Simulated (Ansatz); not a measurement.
# Four-centre ligand exchange

Start structure (SiAsNH8O, closed shell), relaxed at PBE0-D4/def2-TZVP:

```xyz
12
angstrom
Si -0.7215 -1.5860 0.4429
N 0.3040 -0.5032 1.2996
H 0.2167 -2.3905 -0.3870
H -1.5472 -2.4736 1.2990
O -1.8368 -0.7710 -0.4411
H 0.6062 2.6071 -0.0400
As 0.4583 1.7772 -1.3002
H -0.0395 0.0292 2.0831
H 1.2761 -0.7381 1.4188
H -1.4836 -0.0543 -0.9810
H 1.8527 1.1922 -1.1861
H 0.9147 2.9110 -2.2081
```

The step: SiNH₅O ([NH2][SiH2][OH]) + AsH₃ → SiAsH₅O ([OH][SiH2][AsH2]) + NH₃; bonds formed: Si1–As7, N2–H6; bonds broken: Si1–N2, H6–As7. Computed with Ansatz 0.2.0 (basis: def2-TZVPP and def2-QZVPP); correlated methods freeze the cores. Filled d shells of the heavier atoms are correlated. The def2 sets are not built for correlating such inner shells, so the correlated values are less sure here. Extrapolation: Hartree–Fock as exp(−7.88 √X), correlation as X^−2.97. Energies below are by CCSD(T) at an estimated basis limit (MP2 extrapolated from triple and quadruple zeta, plus CCSD(T) − MP2 in triple zeta).

(1) What are the electronic barrier and the energy of the step, from the start structure to the end structure? (To be estimated.)

The T1 diagnostic stays at or below 0.013.

Answers

(1) The calculation gives: Barrier 141.5 kJ/mol; step energy 35.7 kJ/mol (uphill); reverse barrier, their difference, 105.8 kJ/mol. Barrier and step energy count from the start structure, the reverse barrier from the end structure.

The saddle point: One imaginary mode of 216i cm⁻¹.
```csv
pair,start (Å),saddle (Å),end (Å)
Si1–As7,3.97,3.17,2.38
N2–H6,3.40,1.07,1.01
Si1–N2,1.72,1.87,2.80
H6–As7,1.52,2.30,3.29
```

Zero-point energy (harmonic, PBE0-D4): ZPE is 213.2 kJ/mol at the start and 219.6 kJ/mol at the saddle, so the barrier goes from 141.5 to 147.9 kJ/mol.

Labels in which every atom is bracketed show which atoms are joined, not bond orders.

For scale, one of the runs: CCSD(T)/def2-TZVPP, 264 basis functions, launched by `ansatz run in.yaml --threads 8 --pin off --events-out ev --progress --plain --max-ram 19148MiB`. Hardware: 8 CPU threads of an Arm Neoverse V2, shared host. Wall time 2.6 min; peak host memory 6.5 GiB.
